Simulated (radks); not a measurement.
Gd II, 63 electrons, occupied as [Xe] 4f7 5d1 6s1 (the NIST ground configuration).

All-electron calculation, scalar-relativistic Kohn-Sham, PBE, spin-unpolarised, spherical densities, finite nucleus; Fermi nuclear charge, rms radius 5.1569 fm. Program: a radial shooting solver on a logarithmic mesh with Libxc functionals.

Energy parts (hartree):
| part | energy |
|---|---|
| total | -11270.0141 |
| kinetic | 12099.8604 |
| electron-nucleus | -27475.2336 |
| Hartree | 4353.7108 |
| exchange-correlation | -248.3517 |

Orbitals (lengths in bohr, moments of r in powers of bohr; r(max) is where P^2 peaks; r(90%) holds 90 % of the orbital's charge):
orbital  occ.  eigenvalue (hartree)   <1/r>   r(max)  r(90%)
1s          2             -1841.199   71.64  0.01392  0.0396
2s          2             -304.2130   16.62  0.07901   0.144
2p          6             -270.7669   15.52  0.06395   0.134
3s          2             -67.62355   6.099   0.2242   0.358
3p          6             -57.25942   5.734   0.2200   0.364
3d         10             -43.57184   5.441   0.1801   0.344
4s          2             -13.80723   2.570   0.5156   0.794
4p          6             -10.39036   2.363   0.5380   0.851
4d         10              -5.66158   2.082   0.5588   0.955
4f          7              -0.55242   1.523   0.5668    1.48
5s          2              -2.06054  0.9948    1.196    1.92
5p          6              -1.23468  0.8385    1.355    2.28
5d          1              -0.30885  0.5098    1.922    4.05
6s          1              -0.34085  0.3435    3.214    5.31

The highest occupied level is 5d at -8.404 eV. For comparison, the ionisation energy in NIST's Atomic Spectra Database is 12.08 eV (semi-empirical). In exact Kohn-Sham theory the highest level is minus the ionisation energy, but local and semilocal functionals leave it too shallow, through self-interaction and a potential that decays too fast; potentials with the right tail come closer. The electron density at the nucleus is 6.582e+05 e/bohr^3 (large components only). The density falls to 0.001 e/bohr^3 at r = 4.59 bohr.

Beside tabulated values, note that spin-unpolarised runs miss the spin-polarisation part of the exchange energy of open shells.
